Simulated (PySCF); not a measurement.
Isomers of [C5H8NSi]-.

All values: PBE0/pcSseg-1 (PySCF) at GFN2-xTB geometries, gas phase, one conformer each.

Question: Rank by LUMO energy, lowest first.
A. `[CH2:1]=[CH:2][C:3]#[C:4][SiH-:5][NH:6][CH3:7]` (charge -1) with C3–C4–Si5–N6 112°, C4–Si5–N6–C7 -65°
B. `[CH2:1]=[C:2]([CH3:3])[Si-:4]([CH3:5])[C:6]#[N:7]` (charge -1) with C1–C2–Si4–C5 -35°, C2–Si4–C6–N7 -121°
C. `[CH2:1]=[CH:2][Si-:3]([C:4]#[N:5])[CH2:6][CH3:7]` (charge -1) with C1–C2–Si3–C4 -150°, C2–Si3–C6–C7 -58°
D. `[CH:1]#[C:2][Si@H:3]([CH:4]=[CH2:5])[N-:6][CH3:7]` (charge -1) with C2–Si3–C4–C5 59°, C2–Si3–N6–C7 -63°

Answer: A (3.25 eV), D (4.04 eV), C (4.32 eV), B (4.50 eV).

Question: Rank by the highest IAO charge on any atom, highest value first.
A. `[CH2:1]=[CH:2][Si-:3]([C:4]#[N:5])[CH2:6][CH3:7]` (charge -1) with C1–C2–Si3–C4 -150°, C2–Si3–C6–C7 -58°
B. `[CH3:1]/[CH:2]=[CH:3]/[CH2:4][SiH-:5][C:6]#[N:7]` (charge -1) with C2–C3–C4–Si5 100°, C3–C4–Si5–C6 60°, C4–Si5–C6–N7 125°
C. `[CH:1]#[C:2][Si@H:3]([CH:4]=[CH2:5])[N-:6][CH3:7]` (charge -1) with C2–Si3–C4–C5 59°, C2–Si3–N6–C7 -63°
D. `[CH2:1]=[CH:2][CH2:3][Si-:4]([CH3:5])[C:6]#[N:7]` (charge -1) with C1–C2–C3–Si4 97°, C2–C3–Si4–C5 71°, C3–Si4–C6–N7 129°
E. `[SiH3:1][NH:2][c-:3]1[cH:4][cH:5][cH:6][cH:7]1` (charge -1) with Si1–N2–C3–C4 -172°

Answer: C (+0.964 e), E (+0.743 e), A (+0.241 e), D (+0.217 e), B (+0.133 e).

Question: Rank by the lowest IAO charge on any atom, lowest value first.
A. `[CH2:1]=[CH:2][CH2:3][Si-:4]([CH3:5])[C:6]#[N:7]` (charge -1) with C1–C2–C3–Si4 97°, C2–C3–Si4–C5 71°, C3–Si4–C6–N7 129°
B. `[CH2:1]=[CH:2][Si-:3]([C:4]#[N:5])[CH2:6][CH3:7]` (charge -1) with C1–C2–Si3–C4 -150°, C2–Si3–C6–C7 -58°
C. `[CH2:1]=[CH:2][C:3]#[C:4][SiH-:5][NH:6][CH3:7]` (charge -1) with C3–C4–Si5–N6 112°, C4–Si5–N6–C7 -65°
D. `[CH:1]#[C:2][Si@H:3]([CH:4]=[CH2:5])[N-:6][CH3:7]` (charge -1) with C2–Si3–C4–C5 59°, C2–Si3–N6–C7 -63°
E. `[SiH3:1][NH:2][c-:3]1[cH:4][cH:5][cH:6][cH:7]1` (charge -1) with Si1–N2–C3–C4 -172°

Answer: D (-0.866 e), A (-0.691 e), C (-0.654 e), E (-0.637 e), B (-0.505 e).

All values together:

| SMILES | HOMO (eV) | LUMO (eV) | lowest IAO charge (e) | highest IAO charge (e) | lowest Hirshfeld charge (e) | highest Hirshfeld charge (e) |
| --- | --- | --- | --- | --- | --- | --- |
| C=CC#C[SiH-]NC | 0.11 | 3.25 | -0.654 (N) | +0.227 (Si) | -0.281 (N) | +0.079 (H) |
| C#C[Si@H](C=C)[N-]C | -0.38 | 4.04 | -0.866 (N) | +0.964 (Si) | -0.443 (N) | +0.257 (Si) |
| C=C[Si-](C#N)CC | -0.18 | 4.32 | -0.505 (C) | +0.241 (Si) | -0.335 (N) | +0.024 (H) |
| [SiH3]N[c-]1cccc1 | 0.43 | 4.43 | -0.637 (N) | +0.743 (Si) | -0.240 (N) | +0.295 (Si) |
| C=C(C)[Si-](C)C#N | -0.19 | 4.50 | -0.687 (C) | +0.229 (Si) | -0.335 (N) | +0.029 (H) |
| C=CC[Si-](C)C#N | -0.32 | 4.00 | -0.691 (C) | +0.217 (Si) | -0.337 (N) | +0.030 (H) |
| C/C=C\C[SiH-]C#N | -0.25 | 4.38 | -0.508 (C) | +0.136 (H) | -0.337 (N) | +0.032 (H) |
| C/C=C/C[SiH-]C#N | -0.24 | 4.39 | -0.504 (C) | +0.133 (H) | -0.338 (N) | +0.034 (H) |

Conformers: `[CH2:1]=[CH:2][C:3]#[C:4][SiH-:5][NH:6][CH3:7]` (charge -1) with C3–C4–Si5–N6 112°, C4–Si5–N6–C7 -65°; `[CH:1]#[C:2][Si@H:3]([CH:4]=[CH2:5])[N-:6][CH3:7]` (charge -1) with C2–Si3–C4–C5 59°, C2–Si3–N6–C7 -63°; `[CH2:1]=[CH:2][Si-:3]([C:4]#[N:5])[CH2:6][CH3:7]` (charge -1) with C1–C2–Si3–C4 -150°, C2–Si3–C6–C7 -58°; `[SiH3:1][NH:2][c-:3]1[cH:4][cH:5][cH:6][cH:7]1` (charge -1) with Si1–N2–C3–C4 -172°; `[CH2:1]=[C:2]([CH3:3])[Si-:4]([CH3:5])[C:6]#[N:7]` (charge -1) with C1–C2–Si4–C5 -35°, C2–Si4–C6–N7 -121°; `[CH2:1]=[CH:2][CH2:3][Si-:4]([CH3:5])[C:6]#[N:7]` (charge -1) with C1–C2–C3–Si4 97°, C2–C3–Si4–C5 71°, C3–Si4–C6–N7 129°; `[CH3:1]/[CH:2]=[CH:3]\[CH2:4][SiH-:5][C:6]#[N:7]` (charge -1) with C2–C3–C4–Si5 -95°, C3–C4–Si5–C6 -63°, C4–Si5–C6–N7 -125°; `[CH3:1]/[CH:2]=[CH:3]/[CH2:4][SiH-:5][C:6]#[N:7]` (charge -1) with C2–C3–C4–Si5 100°, C3–C4–Si5–C6 60°, C4–Si5–C6–N7 125°.
